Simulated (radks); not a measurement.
These are the eigenvalues of the occupied orbitals of an atom or ion with whole-number occupations (eV). All-electron calculation, Dirac Kohn-Sham, PBE, spin-unpolarised, spherical densities, finite nucleus; Fermi nuclear charge, rms radius of each element as measured or else 0.836 A^(1/3) + 0.57 fm. Program: a radial shooting solver on a logarithmic mesh with Libxc functionals.

| orbital | eigenvalue |
|---|---|
| 1s1/2 | -2142.565 |
| 2s1/2 | -230.0909 |
| 2p1/2 | -181.4056 |
| 2p3/2 | -180.4758 |
| 3s1/2 | -58.4623 |

Which element is it, and in what charge state? The configuration may be excited. Open shells, if any, are shared by 2j + 1.

Answer. Z = 15, phosphorus, charge +4: P4+ in [Ne] 3s1. The list shows which subshells hold electrons but not how many an open one holds; the 1s level, -78.738 hartree, gives Z - s = 12.5 by -(Z - s)^2/2, which with screening and relativity narrows Z to a few neighbours, and the depths of the outer levels then fix element, charge and occupations together.
